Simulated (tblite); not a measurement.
Species: C6H10Cl2.
Atom-mapped SMILES: `[Cl:1][CH:2]([Cl:3])[CH:4]1[CH2:5][CH2:6][CH2:7][CH2:8]1` (hydrogens: H9 on C2; H10 on C4; H11, H12 on C5; H13, H14 on C6; H15, H16 on C7; H17, H18 on C8)

Computed with GFN2-xTB (tblite), gas phase: nudged elastic band of 9 images (0 to 8), spring 0.2 eV/Å², climbing image at the end, force threshold 0.05 eV/Å. No saddle search or frequency run followed, so the top image need not be a first-order saddle, and its height can exceed the method's true barrier by a kcal/mol or more.

The band describes a rotation about C2–C4 (CHCl2 carbon, sp3 CH carbon), followed by the dihedral Cl1–C2–C4–C8, from the optimised start (61°) to a second optimised geometry at 180°.

Problem. How does the energy change from image to image?

Solution. 
| image | dihedral (°) | E (kJ/mol) | C2–C4 (Å) | Cl1···C8 (Å) | largest true force (eV/Å) |
| --- | --- | --- | --- | --- | --- |
| 0 | 61 | 0.00 | 1.515 | 3.16 | 0.01 |
| 1 | 75 | 2.81 | 1.518 | 3.31 | 0.06 |
| 2 | 90 | 9.25 | 1.524 | 3.50 | 0.07 |
| 3 | 104 | 15.53 | 1.531 | 3.69 | 0.05 |
| 4 | 120 | 18.34 | 1.534 | 3.85 | 0.02 |
| 5 | 135 | 16.07 | 1.532 | 3.98 | 0.05 |
| 6 | 153 | 8.44 | 1.525 | 4.08 | 0.07 |
| 7 | 178 | 1.33 | 1.519 | 4.13 | 0.02 |
| 8 | 180 | -0.21 | 1.521 | 4.13 | 0.01 |

Barriers of this band. The top is image 4 at 120°: 18.34 kJ/mol forward and 18.55 kJ/mol back; the end lies 0.21 kJ/mol below the start. The central bond is 0.019 Å longer at the top than at the start.

Problem. What rate follows at 200 K for crossing this barrier forward?

Solution. Taking the electronic barrier for the free energy of activation (no zero-point or entropy terms, transmission 1), rate = (kT/h)·exp(−ΔE/kT) ≈ 7 × 10^7 s⁻¹, whose inverse is 1 × 10^-8 s. An error of 1 kcal/mol in the barrier changes this by a factor of 12, and the method and the loose band can each miss by that much or more.

What follows is the cost of the whole band run. The run took 5.2 s on Intel Xeon Platinum 8559C, one thread, shared host, and the process peaked at 0.19 GiB of memory.
